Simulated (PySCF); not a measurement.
A structure optimised at PBE-D3(BJ)/def2-SVP, used in a PySCF frequency run:

```
Mo
O 1 1.8773
H 2 0.9783 1 119.64
S 1 2.1240 2 112.09 3 28.47
S 1 2.1284 2 108.96 3 152.12
S 1 2.3274 2 111.48 3 -86.95
H 6 1.3675 1 94.94 2 -77.33
```

Problem. Write its SMILES and formula.

Solution. [OH][Mo](=[S])(=[S])[SH], H2MoOS3

Problem. What are its rotational constants (standard atomic weights)?

Solution. 1.6422, 1.5435, 1.2208 GHz
